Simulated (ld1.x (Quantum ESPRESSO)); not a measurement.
**Configuration tests for B (PAW)**

ld1.x (Quantum ESPRESSO) 7.5 input, shortened:

```
&input
   title='B', zed=5., rel=1, dft='PZ', iswitch=3,
   config='[He] 2s1.75 2p1.25 3d-2'
 /
 &inputp
   pseudotype=3, lpaw=.true., tm=.true., lloc=-1, rcloc=2.25,
   nlcc=.true., new_core_ps=.true., rcore=0.65,
   which_augfun='PSQ', rmatch_augfun_nc=.true.
 /
6
2S  1  0   1.75   0.00  1.00  1.30  0.0
2S  1  0   0.00   2.70  1.00  1.30  0.0
2P  2  1   1.25   0.00  2.45  3.15  0.0
2P  2  1   0.00   0.25  2.45  3.15  0.0
3D  3  2  -2.00   0.20  1.80  2.55  0.0
3D  3  2  -2.00   0.85  1.80  2.55  0.0
 &test
   configts(1)='2s1.75 2p1.25'
 /
```

Energies are relative to the spin-unpolarised reference configuration 2s1.75 2p1.25; without spin polarisation the order of configurations can differ from experiment. Spin-polarised rows fill each open shell by Hund’s rule, majority spin first. The frozen-core shift is the all-electron ΔE with the core orbitals held at their reference shape minus the fully relaxed ΔE.

```json
{"valence configuration": "2s2 2p1", "charge": "0", "ΔE all-electron (eV)": "-1.418", "error AE − PS (meV)": "0.0", "frozen-core shift (meV)": "0.0"}
{"valence configuration": "2s1 2p0", "charge": "+2", "ΔE all-electron (eV)": "32.213", "error AE − PS (meV)": "-5.3", "frozen-core shift (meV)": "+8.0"}
{"valence configuration": "2s2 2p1.3", "charge": "-0.3", "ΔE all-electron (eV)": "-2.191", "error AE − PS (meV)": "-0.1", "frozen-core shift (meV)": "0.0"}
{"valence configuration": "2s0 2p3", "charge": "0", "ΔE all-electron (eV)": "9.983", "error AE − PS (meV)": "-2.1", "frozen-core shift (meV)": "+1.5"}
{"valence configuration": "2s1 2p1", "charge": "+1", "ΔE all-electron (eV)": "12.865", "error AE − PS (meV)": "-5.2", "frozen-core shift (meV)": "+1.0"}
{"valence configuration": "2s1.75 2p1.25 (spin-polarised)", "charge": "0", "ΔE all-electron (eV)": "-0.562", "error AE − PS (meV)": "-0.6", "frozen-core shift (meV)": "+0.6"}
{"valence configuration": "2s2 2p1 (spin-polarised)", "charge": "0", "ΔE all-electron (eV)": "-1.653", "error AE − PS (meV)": "-0.3", "frozen-core shift (meV)": "+0.4"}
```

**Question.** What are ΔE and the potential's error for 2s2 2p0?

**Answer.** ΔE = 6.908 eV all-electron; the error (AE − PS) is -0.1 meV.

**Question.** What are ΔE and the potential's error for 2s1 2p2?

**Answer.** ΔE = 4.267 eV all-electron; the error (AE − PS) is -0.4 meV.

Levels in the configuration 2s1 2p1:

| level | all-electron (eV) | pseudo (eV) |
| --- | --- | --- |
| 2s | -19.497 | -19.513 |
| 2p | -13.540 | -13.550 |
